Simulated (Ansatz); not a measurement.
Geometry optimisation, RKS CAM-B3LYP-D4/def2-SVP in Ansatz 0.2.0.

input.yaml

```yaml
crystal:
  periodic: [false, false, false]
  atoms:
    - { symbol: Zn, position_ang: [-1.145124, -0.947928, -0.594989] }
    - { symbol: O, position_ang: [1.277311, 0.936219, 0.180197] }
    - { symbol: Cl, position_ang: [-0.650079, -2.251385, -2.150293] }
    - { symbol: H, position_ang: [0.541182, 1.325391, 0.675939] }
    - { symbol: Cl, position_ang: [-1.877787, 0.35528, 1.021126] }
    - { symbol: H, position_ang: [1.854596, 0.582522, 0.86782] }
basis:
  gaussian: { orbitals: def2-SVP }
hamiltonian:
  xc: cam_b3lyp
  dispersion: d4
relax:
  f_tol: 0.03
  max_steps: 50
```

Launched with:

```bash
$ ansatz run input.yaml --threads 2 --pin off --max-ram 3072MiB --backend cpu --events-out ev --progress --plain --runs-dir out
```

**Question.** Where does it end, and by what steps?

**Answer.** The run converged. The force dipped under the threshold on the way, but the program's further checks kept it going. After 17 steps the energy has fallen by 0.682 eV; H6 moved furthest, 0.85 Å. Joined: Zn1–O2.

```
step  energy less start (eV)  largest force component (eV/Å)  accepted
   0                  0.0000                           0.982       yes
   1                 -0.1654                           1.084       yes
   2                 -0.3583                           0.984       yes
   3                 -0.5676                           0.778       yes
   4                 -0.5868                           1.104       yes
   5                 -0.6422                           0.390       yes
   6                 -0.6415                           0.309        no
   7                 -0.6666                           0.339       yes
   8                 -0.6777                           0.107       yes
   9                 -0.6797                           0.046       yes
  10                 -0.6791                           0.462        no
  11                 -0.6810                           0.021       yes
  12                 -0.6803                           0.345        no
  13                 -0.6817                           0.078       yes
  14                 -0.6818                           0.096       yes
  15                 -0.6819                           0.063       yes
  16                 -0.6819                           0.058        no
  17                 -0.6821                           0.004       yes
```

```xyz
6
Properties=species:S:1:pos:R:3
Zn -0.853 -0.526 -0.360
O 0.814 0.592 0.157
Cl -0.173 -1.979 -1.754
H 0.712 1.140 0.948
Cl -2.237 0.452 0.942
H 1.738 0.320 0.068
```

Whether the end is a true minimum wasn't checked by a vibrational analysis.

Run time: 57 s on 2 threads of Arm Neoverse V1 (shared host), peak memory 0.23 GiB.
